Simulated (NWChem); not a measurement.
System: MoH5F; SMILES [F][MoH5]

Input file for NWChem:

```
start job
memory heap 200 mb stack 900 mb global 1100 mb
geometry units angstroms
  Mo     0.035917    -0.241642     0.050905
  F     -0.209965     1.412498    -0.297564
  H      1.140690    -0.022527     1.289186
  H      0.280147    -1.884373     0.396886
  H     -1.011528    -0.846955    -1.105966
  H     -1.179101    -0.387547     1.192984
  H      1.308392    -0.481908    -1.009730
end
basis spherical
  * library def2-svp
end
ecp
  Mo library def2-ecp
end
dft
  xc pbe0
  iterations 150
end
driver
  maxiter 120
end
task dft optimize
dft
  grid fine
  convergence energy 1d-8 density 1d-7
end
task dft freq numerical
```

def2 effective core potentials on Mo; no spin-orbit coupling. The optimisation ended at a saddle point (imaginary frequency).

The level has its own optimisation; frequencies are unscaled.

Question: Give the results of this calculation. (PBE0/def2-SVP with def2 effective core potentials on Mo.) Quantities: r F–Mo (Å); r H–Mo (Å); highest harmonic frequency (cm⁻¹); lowest (cm⁻¹); zero-point energy (kcal/mol).

Answer: 
```yaml
r F–Mo (Å): 1.929
r H–Mo (Å): 1.657
highest harmonic frequency (cm⁻¹): 2109
lowest (cm⁻¹): -378
zero-point energy (kcal/mol): 21.5
```
